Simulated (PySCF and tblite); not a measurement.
MeOCH2CF3, C3H5F3O, numbered as in [CH3:1][O:2][CH2:3][C:4]([F:5])([F:6])[F:7].

Free energies: PBE0-D3(BJ)/def2-TZVP (IEF-PCM, chloroform) on PBE0-D3(BJ)/def2-SVP structures plus GFN2-xTB thermal terms, symmetry and mirror images included. Conformers within 3 kcal/mol (GFN2-xTB free energy) were kept, 8 at most. Couplings: B3LYP/pcJ-1 (gas phase; spin-dipole term only for pairs with B, N, F, Si or P). Couplings are for ¹³C, ¹⁹F, ¹H, ¹⁷O. Run with PySCF (density fitting) and tblite.

Torsions listed: C1–O2–C3–C4. Of a mirror pair one member is shown.

| conformer | shape | weight % |
| --- | --- | --- |
| 1 | 179° | 61.8 |
| 2 | -79° | 38.2 |

Task: Give the couplings in each conformer and the averages at 298.15 K (pairs that fast motion interchanges averaged).

Result: 
```
 coupling  pairs       1       2  average (Hz)
¹J(C1,O2)      1    22.3    23.5          22.8
⁴J(C1,F5)      3     0.5     1.3           0.8
¹J(C1,H1)      3   146.6   147.4         146.9
³J(C1,H3)      2     2.4     8.4           4.7
¹J(O2,C3)      1    22.5    24.8          23.4
²J(O2,C4)      1   -10.2    -1.5          -6.9
³J(O2,F5)      3     1.2     1.8           1.4
²J(H1,O2)      3    -6.8    -7.0          -6.9
²J(O2,H3)      2    -3.3    -8.7          -5.4
¹J(C3,C4)      1    73.8    67.6          71.4
²J(C3,F5)      3    37.9    35.4          37.0
³J(H1,C3)      3     6.4     5.6           6.1
¹J(C3,H3)      2   146.1   148.5         147.0
¹J(C4,F5)      3  -343.1  -350.4        -345.9
²J(H3,C4)      2    -4.5    -2.5          -3.8
⁵J(H1,F5)      9     0.4     1.6           0.9
³J(H3,F5)      6     8.5     9.3           8.8
²J(H1,H1)      3   -11.3   -11.5         -11.4
²J(H3,H3)      1   -11.3   -15.1         -12.8
```

Computed couplings to fluorine can be off by tens of per cent at such levels.

F–F couplings are left out: such levels miss them by tens of Hz and can give the wrong sign.
